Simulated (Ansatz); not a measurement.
The pair A = CH3F (SMILES CF) (first 5 atoms), B = H2Se (SMILES [SeH2]); geometry from B3LYP-D3(BJ)/def2-TZVP.
(charge 0, multiplicity 1):
```xyz
8

C     -0.24367    -0.09483    -0.40008
F      0.25329    -1.22184     0.25290
H      0.49331     0.23447    -1.13322
H     -1.17646    -0.36451    -0.89615
H     -0.41956     0.68409     0.34184
Se    -0.26460    -0.39094     3.37884
H      0.29948     0.28415     4.55821
H      1.07120    -0.66446     2.83519
```

Correlated levels freeze the cores. Filled d and f shells under p-block atoms count as core. MP2 and its Hartree–Fock in aug-cc-pVQZ, aug-cc-pVTZ are density fitted.

The values were computed with Ansatz (Gaussian orbitals). 

The counterpoise-corrected interaction energy is E(AB) − E(A in the pair's basis) − E(B in the pair's basis). Total energies (hartree):

```json
[
 {"level": "HF/aug-cc-pVTZ", "AB": "-2540.1462557", "A in the pair's basis": "-139.0970185", "B in the pair's basis": "-2401.0490085"},
 {"level": "MP2/aug-cc-pVTZ", "AB": "-2540.7662034", "A in the pair's basis": "-139.5415596", "B in the pair's basis": "-2401.2217085"},
 {"level": "HF/aug-cc-pVQZ", "AB": "-2540.1589526", "A in the pair's basis": "-139.1064239", "B in the pair's basis": "-2401.0523153"},
 {"level": "MP2/aug-cc-pVQZ", "AB": "-2540.8217951", "A in the pair's basis": "-139.5811566", "B in the pair's basis": "-2401.2375630"},
 {"level": "MP2/aug-cc-pVDZ", "AB": "-2540.5315628", "A in the pair's basis": "-139.4172927", "B in the pair's basis": "-2401.1117251"},
 {"level": "CCSD(T)/aug-cc-pVDZ", "AB": "-2540.5877834", "A in the pair's basis": "-139.4470787", "B in the pair's basis": "-2401.1382746"}
]
```

**Question.** Work out the counterpoise-corrected interaction energy at the basis-set limit: extrapolate the MP2 correlation part as X⁻³, take Hartree–Fock from the larger set, and add the CCSD(T) − MP2 difference of aug-cc-pVDZ.

**Answer.** 
1. Differences (1 hartree = 627.509 kcal/mol): HF/aug-cc-pVTZ -0.143; MP2/aug-cc-pVTZ -1.842; HF/aug-cc-pVQZ -0.134; MP2/aug-cc-pVQZ -1.930; MP2/aug-cc-pVDZ -1.597; CCSD(T)/aug-cc-pVDZ -1.525.
2. Correlation parts, MP2 less HF: -1.698 in aug-cc-pVTZ (X = 3), -1.796 in aug-cc-pVQZ (X = 4).
3. Limit (4³·(-1.796) − 3³·(-1.698))/(4³ − 3³) = -1.867; with HF/aug-cc-pVQZ it gives -2.001.
4. CCSD(T) less MP2 in aug-cc-pVDZ: 0.072.
Result: -1.93 kcal/mol, against -1.84 at MP2/aug-cc-pVTZ. It is an estimate of this method's limit, not of the exact value.

Ansatz is an electronic-structure program.
